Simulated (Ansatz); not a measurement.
Program: Ansatz. Geometries: PBE0-D4/def2-TZVP. ΔE: electronic, gas phase. CBS: MP2 limit from def2 TZ/QZ plus the TZ coupled-cluster correction, frozen cores. This one scheme is used for every species. Functionals use def2-TZVPP. HSE06 is defined as in plane-wave codes. Each species was taken in one conformer, which may not be the lowest.

Consider the substitution at a C–Al bond: `C#CO[CH2][AlH][OH]` + H–F → `C#COCF` + `[OH][AlH2]`.

```json
{"level": "revPBE-D4", "ΔE (kJ/mol)": "85.3", "difference from CCSD(T)/CBS": "-1.3"}
{"level": "PBE0-D4", "ΔE (kJ/mol)": "82.4", "difference from CCSD(T)/CBS": "-4.2"}
{"level": "r2SCANh-D4", "ΔE (kJ/mol)": "81.9", "difference from CCSD(T)/CBS": "-4.7"}
{"level": "HSE06-D4", "ΔE (kJ/mol)": "82.4", "difference from CCSD(T)/CBS": "-4.2"}
{"level": "BHLYP-D4", "ΔE (kJ/mol)": "64.6", "difference from CCSD(T)/CBS": "-22.0"}
{"level": "ωB97X-V", "ΔE (kJ/mol)": "70.5", "difference from CCSD(T)/CBS": "-16.1"}
{"level": "r2SCAN", "ΔE (kJ/mol)": "80.0", "difference from CCSD(T)/CBS": "-6.6"}
{"level": "CAM-B3LYP", "ΔE (kJ/mol)": "55.0", "difference from CCSD(T)/CBS": "-31.6"}
{"level": "RPA@PBE/def2-TZVPP", "ΔE (kJ/mol)": "73.3", "difference from CCSD(T)/CBS": "-13.3"}
{"level": "SCS-MP2/def2-TZVPP", "ΔE (kJ/mol)": "75.0", "difference from CCSD(T)/CBS": "-11.6"}
{"level": "CCSD(T)/CBS", "ΔE (kJ/mol)": "86.6", "difference from CCSD(T)/CBS": "0"}
```

Largest T1 diagnostic among the species: 0.014.

At CCSD(T), def2-SVP lies −37.0 kJ/mol from the extrapolated value and def2-TZVPP −7.0 kJ/mol. The D4 term adds +12.7 kJ/mol with B3LYP and +6.9 kJ/mol with PBE0; it sums over pairs of atoms, weighted by their polarisabilities, and B3LYP, whose exchange is more repulsive, gets the larger term.

B3LYP here is the variant with VWN-RPA as its local correlation; programs differ in this.
